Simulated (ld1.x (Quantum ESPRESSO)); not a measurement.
## Before and after: TM potential for indium

- Element: In
- Generator: ld1.x (Quantum ESPRESSO) 7.5
- Type: norm-conserving Troullier–Martins (Kleinman–Bylander form)
- Functional: PBE
- Relativity: non-relativistic
- Frozen core: [Kr]
- Valence charge: 13
- Reference configuration: 4d10 5s2 5p1
- Partial waves: 5p (bound): rc 2.40 bohr; 4d (bound): rc 0.95 bohr; 4f channel at 0.25 Ry: rc 2.20 bohr; 5s (bound): rc 2.45 bohr
- Local potential: the s channel
- Core correction: a·sin(br)/r model core inside 0.45 bohr

Change: all radii but the core radius scaled by about 1.33 (s 3.28, p 3.20, d 1.26, f 2.94 bohr).

Cutoffs: the cutoffs (Ry, on a coarse ladder) from which the occupation-weighted sum of valence levels, in a spherical-Bessel basis at the reference potential, stays within 10 and 1 mRy of its value at 400 Ry; they do not see the model core or the augmentation charge, which bear on the density cutoff. Errors are all-electron minus pseudo energies relative to the spin-unpolarised reference configuration.

Predict the effect on cutoff, ghosts and configuration errors.

The potential gets softer (120 Ry and 180 Ry → 90 Ry and 140 Ry); the number of tests with a reliable result goes from 7 to 6; of the 6 tests that both files solve, the error grows in 5 and shrinks in 1 by more than 15 % and 0.3 meV (median size 9.0 → 38.4 meV); neither file shows a bound ghost. A larger radius leaves more room for a smooth pseudo-wave, so fewer plane waves are needed.

```csv
quantity,base,changed
"cutoff, loose",120 Ry,90 Ry
"cutoff, tight",180 Ry,140 Ry
loose cutoff by channel (10 mRy a level),"p 6 Ry, d 90 Ry, s 8 Ry","p 6 Ry, d 70 Ry, s 6 Ry"
bound ghosts,none,none
tests with a reliable result,7 of 7,6 of 7
"error for 4d10 5s2 5p0, meV [ΔE 5.43 eV]",-0.4,+4.2
"error for 4d10 5s1 5p0, meV [ΔE 23.81 eV]",-7.4,-6.1
"error for 4d10 5s0 5p0, meV [ΔE 50.94 eV]",-56,-219
"error for 4d10 5s1 5p1, meV [ΔE 11.27 eV]",-1.4,-9.3
"error for 4d10 5s0 5p3, meV [ΔE 10.53 eV]",-11,-67
"error for 4d9 5s0 5p0, meV [ΔE 107.99 eV]",-351,-1024
```
